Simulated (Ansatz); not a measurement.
`[ZnH][O][GeH3]` + `CCO[SiH3]` → `[SiH3]O[CH2][ZnH]` + `C[O][GeH3]`  (redistribution)

Program: Ansatz. Geometries: PBE0-D4/def2-TZVP. ΔE: electronic, gas phase. CCSD(T)/CBS is the MP2 limit (def2-TZVPP, def2-QZVPP) plus CCSD(T) − MP2 in def2-TZVPP, frozen cores. Functionals use def2-TZVPP. For Ge, Zn outer-core shells are correlated without core-valence functions, which leaves a few kJ/mol of doubt a bond. Scalar relativity is left out up to krypton. One conformer a species, not always the lowest.

Is it downhill or uphill in electronic energy at CCSD(T)/CBS, and by how much? (Best estimate.)

Computed: Uphill: ΔE = +1.76 eV.

What do these levels give: revPBE-D4, PBE0-D4, r2SCAN0-D4, ωB97M-V, B2PLYP, r2SCANh, LC-ωPBE, RPA@PBE/def2-TZVPP, HF/def2-TZVPP, CCSD/def2-TZVPP, HF/def2-QZVPP, SCS-MP2/def2-QZVPP? (Best estimate.)

The calculation gave: revPBE-D4 1.55, PBE0-D4 1.64, r2SCAN0-D4 1.74, ωB97M-V 1.66, B2PLYP 1.74, r2SCANh 1.73, LC-ωPBE 1.71, RPA@PBE/def2-TZVPP 1.65, HF/def2-TZVPP 1.83, CCSD/def2-TZVPP 1.75, HF/def2-QZVPP 1.86, SCS-MP2/def2-QZVPP 1.81 eV.

Largest T1 diagnostic among the species: 0.016.

From BLYP to BHLYP (50 % exact exchange), in def2-TZVPP and without D4, ΔE moves by +0.14 eV. Leaving LDA and LC-ωPBE aside and taking each functional with its dispersion term where it has one, the values, not all of them listed here, spread over 0.21 eV, from revPBE-D4 to PBE-QIDH. LDA lies +0.03 eV from PBE without D4.
